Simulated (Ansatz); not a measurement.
`[Cl][Zr]([Cl])([Br])[Br]` + HCl → `[Cl][Zr]([Cl])([Cl])[Br]` + HBr at 700 K and 1 bar (ligand exchange at a Zr–Br bond).

Gas-phase electronic energies from Ansatz, PBE0-D4/def2-TZVP geometries. CCSD(T)/CBS is the MP2 limit (def2-TZVPP, def2-QZVPP) plus CCSD(T) − MP2 in def2-TZVPP, frozen cores. This one scheme is used for every species. Elements past krypton have def2 core potentials. For Br, Zr outer-core shells are correlated without core-valence functions, which leaves a few kJ/mol of doubt a bond. Scalar relativity is left out up to krypton.

```tsv
species	CCSD(T)/CBS energy (Eh)	H − E (kJ/mol)	S (J/(mol·K))
`[Cl][Zr]([Cl])([Br])[Br]`	-6113.49206	76.8	495.2
HCl	-460.38127	38.4	211.8
`[Cl][Zr]([Cl])([Cl])[Br]`	-3999.95269	77.0	479.9
HBr	-2573.91920	36.5	223.7
```

H − E and S are ideal-gas, rigid-rotor, harmonic terms from PBE0-D4/def2-TZVP. 1 Eh = 2625.50 kJ/mol, R = 8.31446 J/(mol·K).

Q: By hand: ΔE, ΔH, ΔS and ΔG.

A: ΔE = (-3999.95269) + (-2573.91920) − (-6113.49206) − (-460.38127) = 0.00144 Eh = 3.8 kJ/mol. Δ(H − E) = 77.0 + 36.5 − 76.8 − 38.4 = -1.7, so ΔH = 2.1 kJ/mol. ΔS = 479.9 + 223.7 − 495.2 − 211.8 = -3.4 J/(mol·K). ΔG = 2.1 − 700 × (-3.4)/1000 = 4.5 kJ/mol.

Q: By hand: the equilibrium constant, and the temperature at which ΔG would vanish if ΔH and ΔS stayed fixed.

A: log₁₀ K = −ΔG/(RT ln 10) = -0.3. ΔH and −TΔS have one sign here, so there is no such temperature.

TΔS isn't small against ΔH here. The sign of ΔG lies within the doubt. A doubt of 5 kJ/mol in ΔE shifts log₁₀ K by 0.4 here. These are equilibria of isolated gas molecules and say nothing of rates. Largest T1 diagnostic: 0.014 (customary marks: 0.02 for closed shells, 0.045 for open ones).

ΔS is within the doubt of such terms, so its sign, and with it that verdict, could turn.
